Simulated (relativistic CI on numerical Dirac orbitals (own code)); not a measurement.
# Hyperfine structure of Cs15+, mass number 135

Method of calculation: Dirac-Coulomb-Breit CI, separate exchange-only KLI orbitals for each configuration, model QED, unscaled Slater integrals (own radial code, finite nucleus).

Configurations in the expansion (outside the closed core [Ar] 3d10): 4s2 4p6 4d4, 4s2 4p5 4d5, 4s2 4p6 4d3 4f, 4s 4p6 4d5, 4s2 4p6 4d3 5s, 4s2 4p6 4d3 5p, 4s 4p6 4d4 4f, 4s2 4p6 4d2 4f 5s, 4s2 4p6 4d3 5d, 4s2 4p6 4d2 5s 5p, 4s2 4p6 4d3 6s, 4p6 4d6, 4p5 4d7, 4s2 4p6 4d2 5s2, 4s2 4p6 4d 4f 5s2, 4s2 4p6 4d 5s2 5p, 4s 4p6 4d2 4f 5s2. Double excitations out of closed p, d and f shells are left out; levels of such configurations are missing from the list, as are those of other unlisted configurations, and high levels can miss mixing partners.

Nuclear spin I = 7/2, μ = 2.7283 μN, Q = 0.048 b (tables of Stone and Pyykkö). The electronic factors are computed for point nuclear moments, without core polarisation or the Bohr-Weisskopf and QED corrections.

```json
{"Level": "4s2 4p6 4d4 5D_1", "E (cm⁻¹)": "8803.0", "A (MHz)": "119.2", "B (MHz)": "73.8"}
{"Level": "4s2 4p6 4d4 5D_2", "E (cm⁻¹)": "16838.8", "A (MHz)": "876.5", "B (MHz)": "57.3"}
{"Level": "4s2 4p6 4d4 5D_3", "E (cm⁻¹)": "23428.8", "A (MHz)": "1462", "B (MHz)": "-41.2"}
{"Level": "4s2 4p6 4d4 5D_4", "E (cm⁻¹)": "28292.0", "A (MHz)": "1985", "B (MHz)": "-195"}
{"Level": "4s2 4p6 4d4 3H_4", "E (cm⁻¹)": "47052.4", "A (MHz)": "2747", "B (MHz)": "68.6"}
{"Level": "4s2 4p6 4d4 3G_3", "E (cm⁻¹)": "56040.5", "A (MHz)": "2885", "B (MHz)": "31.2"}
{"Level": "4s2 4p6 4d4 3H_5", "E (cm⁻¹)": "58548.9", "A (MHz)": "2574", "B (MHz)": "148"}
{"Level": "4s2 4p6 4d4 3F_2", "E (cm⁻¹)": "58655.2", "A (MHz)": "2733", "B (MHz)": "69.4"}
```

Levels with J = 0, under 50 % of one LS term, or S terms without an open s electron are left out. Small factors come from cancelling terms and can be off by tens of per cent or more.

At this charge energies of transitions that change n are usually good to better than 1 %, and those within a shell (Δn = 0) to a few per cent. Terms inside the open d or f shell come out 10 to 20 % too wide with unscaled integrals. Levels and lines within the n = 5 or 6 shells can be off by up to 10 % or somewhat more, and those that change n by about 2 %, since core polarisation is missing.

Q: Give the hyperfine levels of 4s2 4p6 4d4 5D_3 relative to its centre of gravity.

A: With K = F(F + 1) − I(I + 1) − J(J + 1), E = AK/2 + B[¾K(K + 1) − I(I + 1)J(J + 1)]/[2I(2I − 1)J(2J − 1)]: F = 1/2: -19760, F = 3/2: -17560, F = 5/2: -13900, F = 7/2: -8767, F = 9/2: -2181, F = 11/2: 5858, F = 13/2: 15340 MHz.

LS names give the leading component of a level, which can be under half, so a name can repeat, a term be missing and a line seem to break the LS rules.
